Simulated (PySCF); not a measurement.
## Two-component Hartree-Fock for Ho (holmium, neutral)

Start: [Xe] 4f11 6s2; 4f5/2 filled at m_j = -5/2, -3/2, -1/2, +1/2, +3/2, +5/2; 4f7/2 filled at m_j = -1/2, +1/2, +3/2, +5/2, +7/2. Calculated with PySCF 2.14 in x2c-TZVPPall-2c (11s11p10d4f2g, 140 functions): generalised Hartree-Fock with the X2C-1e Hamiltonian and a Gaussian nucleus; one run each with spin-orbit coupling (SO) switched off, then screened by Boettger's factors.

```json
{"spinor shell": "1s1/2", "electrons": "2", "ε, spin-free (eV)": "-55899.3", "ε, screened SO (eV)": "-55887.2", "weight of nominal j (screened SO)": "1.000", "rms radius, screened SO (bohr)": "0.0236"}
{"spinor shell": "2s1/2", "electrons": "2", "ε, spin-free (eV)": "-9476.5", "ε, screened SO (eV)": "-9472.8", "weight of nominal j (screened SO)": "1.000", "rms radius, screened SO (bohr)": "0.0952"}
{"spinor shell": "2p1/2", "electrons": "2", "ε, spin-free (eV)": "-8391.7", "ε, screened SO (eV)": "-8998.0", "weight of nominal j (screened SO)": "1.000", "rms radius, screened SO (bohr)": "0.0814"}
{"spinor shell": "3s1/2", "electrons": "2", "ε, spin-free (eV)": "-2169.7", "ε, screened SO (eV)": "-2168.5", "weight of nominal j (screened SO)": "1.000", "rms radius, screened SO (bohr)": "0.245"}
{"spinor shell": "3p1/2", "electrons": "2", "ε, spin-free (eV)": "-1831.7", "ε, screened SO (eV)": "-1960.8", "weight of nominal j (screened SO)": "1.000", "rms radius, screened SO (bohr)": "0.236"}
{"spinor shell": "3p3/2", "electrons": "4", "ε, spin-free (eV)": "-1831.7", "ε, screened SO (eV)": "-1776.5", "weight of nominal j (screened SO)": "1.000", "rms radius, screened SO (bohr)": "0.250"}
{"spinor shell": "3d3/2", "electrons": "4", "ε, spin-free (eV)": "-1400.7", "ε, screened SO (eV)": "-1424.6", "weight of nominal j (screened SO)": "0.999", "rms radius, screened SO (bohr)": "0.223"}
{"spinor shell": "3d5/2", "electrons": "6", "ε, spin-free (eV)": "-1400.7", "ε, screened SO (eV)": "-1383.7", "weight of nominal j (screened SO)": "1.000", "rms radius, screened SO (bohr)": "0.226"}
{"spinor shell": "4s1/2", "electrons": "2", "ε, spin-free (eV)": "-453.82", "ε, screened SO (eV)": "-453.47", "weight of nominal j (screened SO)": "1.000", "rms radius, screened SO (bohr)": "0.552"}
{"spinor shell": "4p1/2", "electrons": "2", "ε, spin-free (eV)": "-340.10", "ε, screened SO (eV)": "-370.23", "weight of nominal j (screened SO)": "0.997", "rms radius, screened SO (bohr)": "0.566"}
{"spinor shell": "4p3/2", "electrons": "4", "ε, spin-free (eV)": "-340.10", "ε, screened SO (eV)": "-327.08", "weight of nominal j (screened SO)": "0.999", "rms radius, screened SO (bohr)": "0.597"}
{"spinor shell": "4d3/2", "electrons": "4", "ε, spin-free (eV)": "-183.32", "ε, screened SO (eV)": "-190.34", "weight of nominal j (screened SO)": "0.952", "rms radius, screened SO (bohr)": "0.640"}
{"spinor shell": "4d5/2", "electrons": "6", "ε, spin-free (eV)": "-183.32", "ε, screened SO (eV)": "-178.37", "weight of nominal j (screened SO)": "0.968", "rms radius, screened SO (bohr)": "0.650"}
{"spinor shell": "5s1/2", "electrons": "2", "ε, spin-free (eV)": "-61.298", "ε, screened SO (eV)": "-61.247", "weight of nominal j (screened SO)": "1.000", "rms radius, screened SO (bohr)": "1.38"}
{"spinor shell": "5p1/2", "electrons": "2", "ε, spin-free (eV)": "-32.126", "ε, screened SO (eV)": "-36.171", "weight of nominal j (screened SO)": "0.991", "rms radius, screened SO (bohr)": "1.57"}
{"spinor shell": "5p3/2", "electrons": "4", "ε, spin-free (eV)": "-32.126", "ε, screened SO (eV)": "-30.410", "weight of nominal j (screened SO)": "0.996", "rms radius, screened SO (bohr)": "1.69"}
{"spinor shell": "4f5/2", "electrons": "6", "ε, spin-free (eV)": "-13.785", "ε, screened SO (eV)": "-14.625", "weight of nominal j (screened SO)": "0.707", "rms radius, screened SO (bohr)": "0.915"}
{"spinor shell": "4f7/2", "electrons": "5", "ε, spin-free (eV)": "-13.785", "ε, screened SO (eV)": "-12.677", "weight of nominal j (screened SO)": "0.703", "rms radius, screened SO (bohr)": "0.939"}
{"spinor shell": "6s1/2", "electrons": "2", "ε, spin-free (eV)": "-5.152", "ε, screened SO (eV)": "-5.154", "weight of nominal j (screened SO)": "1.000", "rms radius, screened SO (bohr)": "4.68"}
```

Problem. Where does 2p3/2 lie, and what is the 2p spin-orbit splitting (screened SO)?

Solution. At -8136.1 eV, 861.96 eV above 2p1/2.

```
   quantity     spin-free   screened SO
E (hartree)  -12607.14214  -12617.03627
        M_J          15/2          15/2
       ⟨J²⟩        63.762        63.762
       ⟨L²⟩        42.007        42.401
       ⟨S²⟩         3.755         3.777
```

Each row is a mean over spinors that exchange with the open shell spreads, by up to 14.192 eV (4d5/2).

Rows whose weight is well below 1 are mixtures of j = l ± 1/2: exchange outweighs spin-orbit coupling there, and the label is only the starting occupation.

Breit and QED terms are absent; they matter most for the inner s and p1/2 levels.

Densities and radii are taken from the X2C orbitals without a picture-change correction, which distorts them close to the nucleus.

Without spin-orbit coupling the j labels of p, d and f shells carry no meaning; the spin-free column gives the mean over the occupied spinors of each nl shell.
